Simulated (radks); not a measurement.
Neutral titanium inside a hard spherical wall (all orbitals vanish at R), configuration held at [Ar] 3d2 4s2 and not refilled when levels cross. All-electron calculation, scalar-relativistic Kohn-Sham, LDA (Slater exchange, VWN5 correlation), spin-polarised, spherical densities, finite nucleus; open shells are filled with parallel spins first; Fermi nuclear charge, rms radius 3.5921 fm. Program: a radial shooting solver on a logarithmic mesh with Libxc functionals. Eigenvalues in eV for spin up, with the zero of energy where the potential of the charges vanishes at infinity; a dash marks a level that is unbound or too diffuse for the functional's potential to be trusted. A positive occupied level is held by the wall or, in an anion where self-interaction has pushed it up, behind a barrier. The pressure on the wall is -dE/dV.

R (bohr)  E (hartree)  kinetic (hartree)    e(3s)    e(3p)   e(3d)   e(4s)  e(4p, empty)  e(5s, empty)  pressure (GPa)
free       -851.75676            858.434  -62.871  -39.390  -5.004  -4.806        -1.636        -0.073               0
20         -851.75676            858.434  -62.871  -39.390  -5.004  -4.806        -1.636         0.029        < 0.0001
15         -851.75675            858.434  -62.870  -39.390  -5.003  -4.805        -1.633         0.284        < 0.0001
10         -851.75588            858.443  -62.801  -39.321  -4.938  -4.751        -1.491         1.878          0.0224
6          -851.69527            858.758  -61.125  -37.662  -3.393  -3.124         1.098        13.113            4.21
5          -851.57781            859.223  -59.314  -35.887  -1.707  -0.838         4.281        24.065            18.3
4          -851.20196            860.505  -55.673  -32.347   1.869   5.305        12.215        48.368            96.5
3.5        -850.72856            862.022  -52.498  -29.259   5.229  12.243        20.679        72.111             253
